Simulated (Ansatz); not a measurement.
Coupled-cluster run, F3HHfS, SMILES `[F][Hf]([F])([F])[SH]`.

```yaml
crystal:
  periodic: [false, false, false]
  atoms:
    - {symbol: F, position_ang: [-0.326825, -1.839570, 1.348844]}
    - {symbol: Hf, position_ang: [0.164167, -0.545545, 0.058572]}
    - {symbol: F, position_ang: [2.033292, -0.230715, 0.077707]}
    - {symbol: F, position_ang: [-0.299252, -1.102720, -1.692862]}
    - {symbol: S, position_ang: [-1.028758, 1.509834, 0.613442]}
    - {symbol: H, position_ang: [-0.500624, 2.144716, -0.451803]}
basis:
  gaussian: {orbitals: def2-TZVPP}
correlation: {method: ccsd_t}
output: {orbitals: {seedname: orbitals}}
```

```sh
$ ansatz run in.yaml --threads 4 --pin off --events-out ev --progress --plain
```

Log, shortened:

```
Functional definition: HF
1303 factors; integrals over basis functions are off by at most 1.0e-3 eV
mean field evaluation 1: about -20250.0378 eV, gradient 5.6e1 eV
mean field evaluation 2: about -20250.1662 eV, gradient 5.7e1 eV
mean field evaluation 4: about -20255.6091 eV, gradient 2.3e0 eV
mean field evaluation 8: about -20255.6733 eV, gradient 3.0e-1 eV
mean field evaluation 16: about -20255.6740 eV, gradient 2.0e-6 eV
mean field -20255.67398586 eV, -744.3822891916 hartree, gradient 2.0e-6 eV, S^2 0.000000; 0 other end points of the search recorded, 0 dependent functions left out
8 core orbitals not correlated: weight in the atoms' cores, before any rotation towards them, 1.000 or more for the frozen orbitals, at most 0.000 for the correlated occupied ones
reference -20255.67398586 eV, -744.3822891916 hartree; 20, 20 occupied and 177, 177 virtual orbitals, 1303 factors
second order -33.91406954 eV of doubles, -0.00000000 eV of singles
cycle   1  -33.15340779 eV  change    7.6e-1 eV  update   1.6e-1
cycle   2  -33.92651283 eV  change   -7.7e-1 eV  update   6.5e-2
cycle   3  -34.14224567 eV  change   -2.2e-1 eV  update   2.7e-2
cycle   4  -34.12276173 eV  change    1.9e-2 eV  update   7.4e-3
cycle   5  -34.11084741 eV  change    1.2e-2 eV  update   2.5e-3
cycle   6  -34.11204694 eV  change   -1.2e-3 eV  update   8.7e-4
cycle   7  -34.11213006 eV  change   -8.3e-5 eV  update   2.7e-4
cycle   8  -34.11186812 eV  change    2.6e-4 eV  update   1.2e-4
cycle   9  -34.11190478 eV  change   -3.7e-5 eV  update   4.0e-5
cycle  10  -34.11195387 eV  change   -4.9e-5 eV  update   1.5e-5
perturbative correction -1.24020513 eV, -0.0455766981 hartree
Total energy: -20291.02614487 eV, -745.6814570726 hartree
```

Hardware: 4 threads of a server CPU on a shared host. Wall time 40 s, peak host memory 3.5 GiB.

The correlation energy is -35.352 eV, 3.5 % of it from (T); the T1 diagnostic reads 0.0163.
